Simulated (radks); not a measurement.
Values are calculated unless marked as measured or tabulated.
Question: Species: Re32+. Configuration: [Kr] 4d7. Code: a radial shooting solver on a logarithmic mesh with Libxc functionals. Model: non-relativistic Kohn-Sham, LDA (Slater exchange, Perdew-Wang correlation), spin-unpolarised, spherical densities, point nucleus; relativity is left out, which matters for an element this heavy. Some entries of the table are withheld. Estimate them.

orbital,occ.,eigenvalue (hartree),<1/r> (bohr^-1)
1s,2,-2452.744,(1)
2s,2,-442.4769,17.46
2p,6,-426.3215,(2)
3s,2,(3),6.780
3p,6,-128.4778,6.732
3d,10,(4),(5)
4s,2,-57.98979,(6)
4p,6,-54.76991,3.181
4d,7,-48.97395,3.066

Answer: 
(1) 1s <1/r> (bohr^-1): 74.41
(2) 2p <1/r> (bohr^-1): 17.50
(3) 3s eigenvalue (hartree): -135.9019
(4) 3d eigenvalue (hartree): -114.6659
(5) 3d <1/r> (bohr^-1): 6.645
(6) 4s <1/r> (bohr^-1): 3.239
